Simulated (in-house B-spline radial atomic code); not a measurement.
# BHandHLYP excitations of the beryllium ion Be²⁺

Method: BHandHLYP. Computed with a B-spline radial code for spherical atoms: linear response of the closed shell 1s2 with the functional's adiabatic kernel; non-relativistic, point nucleus, no spin-orbit coupling, no double excitations, S, P, D and F terms only.

Command:
```bash
python run_td.py task.json out
```
Settings (radii: box in bohr, nucleus in fm):
```
Z                        4
electrons                2
configuration            1s2
hamiltonian              nr
method                   bhandhlyp
box_radius               29.48
intervals                47
```

Run time, properties included: 0.1 s on 1 thread of Intel(R) Xeon(R) Platinum 8488C (Sapphire Rapids), with other jobs on the host.

The lowest states, in the order of their Tamm-Dancoff energies; the method's threshold (minus the highest occupied level) is 143.97 eV. Labels give the largest channel, * marks a mixed state, and oscillator strengths are full-response dipole values. Semilocal kernels can invert the small singlet-triplet splittings of Rydberg terms. Energies in eV:

```
     state  full response  Tamm-Dancoff  oscillator strength
1s → 2s 3S              ?             ?                    -
1s → 2p 3P         117.11        117.14                    -
1s → 2s 1S         117.46        117.54                    -
1s → 2p 1P         119.72        119.74                0.479
1s → 3s 3S         132.38        132.39                    -
1s → 3s 1S              ?             ?                    -
1s → 3p 3P         133.35        133.36                    -
1s → 3p 1P         133.93        133.94                0.102
1s → 3d 3D         133.95        133.95                    -
1s → 3d 1D         134.02        134.02                    -
1s → 4s 3S         137.82        137.83                    -
1s → 4s 1S         138.14        138.15                    -
1s → 4p 3P         138.21        138.21                    -
1s → 4d 3D         138.43        138.43                    -
1s → 4p 1P         138.43        138.43               0.0385
1s → 4d 1D         138.47        138.47                    -
1s → 4f 1F         138.62        138.62                    -
1s → 4f 3F         138.62        138.62                    -
```

(1) Where does 1s → 2s 3S lie?

(2) Where does 1s → 3s 1S lie?

(3) How large is the singlet-triplet splitting of 1s → 2s (S terms) in Tamm-Dancoff?

(4) What polarisabilities and dispersion coefficient does the method give?

Results:

(1) At 113.57 eV in full response, 113.63 eV in Tamm-Dancoff.

(2) At 133.24 eV in full response, 133.26 eV in Tamm-Dancoff.

(3) 3.91 eV, from the unrounded values.

(4) Dipole 0.05335 bohr³, quadrupole 0.0163 bohr⁵, C6 0.01151 hartree·bohr⁶ for two such species.
